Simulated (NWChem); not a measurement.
# Atomisation of Cl₄Ge

SMILES: [Cl][Ge]([Cl])([Cl])[Cl]
```xyz
5

Cl     1.7367     0.0000    -1.2276
Ge     0.0000     0.0000     0.0000
Cl    -1.7367     0.0000    -1.2276
Cl     0.0000    -1.7367     1.2276
Cl     0.0000     1.7367     1.2276
```
Charge 0, spin multiplicity 1.

The numbers come from NWChem runs, not from measurements. The geometry was optimised at PBE0/def2-SVP, a minimum by its harmonic frequencies.

Basis set: def2-TZVP. The atomisation energy is electronic alone: no zero-point, thermal, spin-orbit or counterpoise terms. No value is extrapolated to the basis-set limit. Free atoms are single determinants with multiplicities Cl 2, Ge 3. Correlated methods freeze the same cores in atoms and molecule, 29 orbitals in all.

The Hamiltonian is non-relativistic. The structure started from a generated list of species. The stability of the SCF solutions was not checked. Open-shell Hartree-Fock references start from PBE0 orbitals.

Task: One of these methods gave an atomisation energy of 331.4 kcal/mol. Which?
A. BLYP
B. BP86
C. M06-2X
D. MP2

Result: B, BP86. The others give 344.0 (MP2), 310.5 (BLYP), 338.6 (M06-2X).
